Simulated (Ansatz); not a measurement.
FH₃OSn (`[OH][SnH2][F]`). The species carries charge 0 and has multiplicity 1. Sn takes the def2 core potential.

Cartesian coordinates in Å:
```
O 0.3393 -1.4764 -0.0586
Sn 0.1539 0.4559 0.1075
F -0.9518 0.9883 -1.3713
H -0.4918 -1.9544 -0.0071
H -0.7468 0.8891 1.4835
H 1.6972 1.0975 -0.1540
```

List the harmonic frequencies (cm⁻¹, unscaled) at PBE0-D4/def2-TZVP in Ansatz. (An estimate is asked.)

Ansatz gave: 148, 211, 443, 504, 610, 633, 655, 672, 857, 1971, 2013, 3895.

Is this a minimum?

Yes, all 12 modes are real.

Give the ideal-gas thermochemistry at 298.15 K and 1 bar (rigid rotor, harmonic oscillator; point group C1, symmetry number 1).

Zero-point energy 75.4 kJ/mol; H(298) − E = 91.4 kJ/mol; entropy 308.4 J/(mol·K), of which translation 171.9, rotation 103.4, vibration 33.1; G(298) − E = -0.5 kJ/mol.

Rotational constants (cm⁻¹)?

0.36, 0.1868, 0.1325.
